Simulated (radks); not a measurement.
The germanium anion Ge4-, [Kr], held by a Watson sphere: a shell of charge +4 at radius R that stands for the Madelung well of a crystal (potential energy -4/R inside, -4/r outside, in hartree with lengths in bohr). Method: scalar-relativistic Kohn-Sham, LDA (Slater exchange, Perdew-Wang correlation), spin-unpolarised, spherical densities, finite nucleus; Fermi nuclear charge, rms radius of each element as measured or else 0.836 A^(1/3) + 0.57 fm; computed with a radial shooting solver on a logarithmic mesh with Libxc functionals. Response by self-consistent Sternheimer equations with the Hartree and adiabatic LDA kernel, the relativistic mass of each level held fixed and spin-orbit coupling left out. The sphere does not respond.

| R (bohr) | e(3d) (eV) | e(4s) (eV) | e(4p) (eV) | <r> 4p (bohr) | sum of <r^2> (bohr^2) | X-ray form factor at sin(theta)/lambda = 0.2 1/angstrom | alpha (bohr^3) |
|---|---|---|---|---|---|---|---|
| 2.53 | -28.448 | -14.491 | -6.985 | 2.708 | 72.99 | 25.598 | 49.76 |
| 2.66 | -28.064 | -14.003 | -6.727 | 2.779 | 76.06 | 25.521 | 55.16 |
| 2.68 | -28.012 | -13.931 | -6.688 | 2.790 | 76.55 | 25.510 | 56.05 |
| 2.74 | -27.866 | -13.719 | -6.571 | 2.824 | 78.00 | 25.480 | 58.78 |
| 2.81 | -27.714 | -13.481 | -6.437 | 2.863 | 79.73 | 25.448 | 62.15 |
| 3.81 | -26.693 | -10.991 | -4.806 | 3.431 | 107.0 | 25.286 | 135.6 |
| 4.51 | -26.498 | -10.034 | -3.996 | 3.842 | 129.3 | 25.351 | 225.6 |
